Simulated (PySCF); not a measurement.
Spinor energies of B²⁺ (boron, charge +2)

Start: [He] 2p1; 2p3/2 filled at m_j = +3/2. Calculated with PySCF 2.14 in x2c-TZVPall-2c: generalised Hartree-Fock with the X2C-1e Hamiltonian and a Gaussian nucleus; one run each with spin-orbit coupling (SO) switched off, then screened by Boettger's factors. This is a chosen level, not necessarily the ground level.

| spinor shell | electrons | ε, spin-free (eV) | ε, screened SO (eV) | weight of nominal j (screened SO) | rms radius, screened SO (bohr) |
| --- | --- | --- | --- | --- | --- |
| 1s1/2 | 2 | -238.73 | -238.73 | 1.000 | 0.379 |
| 2p3/2 | 1 | -31.778 | -31.776 | 1.000 | 1.75 |

```tsv
quantity	spin-free	screened SO
E (hartree)	-23.15949	-23.15943
M_J	3/2	3/2
⟨J²⟩	3.750	3.750
⟨L²⟩	2.000	2.000
⟨S²⟩	0.750	0.750
```

Each row is a mean over spinors that exchange with the open shell spreads, by up to 0.650 eV (1s1/2).

Without spin-orbit coupling the j labels of p, d and f shells carry no meaning; the spin-free column gives the mean over the occupied spinors of each nl shell.
